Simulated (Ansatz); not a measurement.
## Two structures, one formula

Two relaxed structures of AlBH₂ClF, singlet (PBE0-D4/def2-TZVP; forces vanish, vibrations not checked).

A:

B1  (-0.135, 0.628, -0.085)
Al2  (0.110, -2.118, 0.501)
F3  (-0.835, -0.459, 0.689)
Cl4  (1.348, -0.442, -0.799)
H5  (-0.817, 0.968, -1.002)
H6  (0.320, 1.429, 0.672)
(Å)

B:

B1  (-0.410, 1.087, -0.146)
Al2  (0.347, -0.842, 0.234)
F3  (0.868, -1.289, 1.731)
Cl4  (0.471, -2.282, -1.279)
H5  (-1.574, 1.341, -0.041)
H6  (0.297, 1.985, -0.498)
(Å)

Computed with Ansatz 0.2.0 (basis: def2-TZVPP); correlated methods freeze the cores. B3LYP uses VWN-RPA correlation.

(1) Which structure is lower at CCSD(T), and by how much? (Judge from chemistry; the value comes from the calculation.)

No T1 diagnostic of these runs exceeds 0.012. The restricted Hartree–Fock reference is unstable towards an unrestricted one at one or more of these structures.

Answers

(1) By the calculation: B, by 10.13 kcal/mol (electronic energy, against the other). By their contacts, A is AlBH₂ClF ([BH2]1[F][Al][Cl]1) and B is AlBH₂ClF ([BH2][Al]([F])[Cl]).

All methods give the same order:

| method | E(B) − E(A) (kcal/mol) |
| --- | --- |
| PBE-D4 | -5.51 |
| r2SCAN-D4 | -12.21 |
| PBE0-D4 | -8.49 |
| B3LYP-D4 | -9.30 |
| wB97M-V | -5.92 |
| HF | -21.16 |
| MP2 | -11.23 |
| CCSD | -11.81 |
| CCSD(T) | -10.13 |

Labels in which every atom is bracketed show which atoms are joined, not bond orders.

For scale, one of the runs: CCSD(T)/def2-TZVPP, 174 basis functions, launched by `ansatz run in.yaml --threads 2 --pin off --events-out ev --progress --plain --max-ram 4352MiB`. Time: 10 s of wall clock on 2 CPU threads of an AMD EPYC 9R45; the host was shared. Peak host memory: 1.5 GiB.
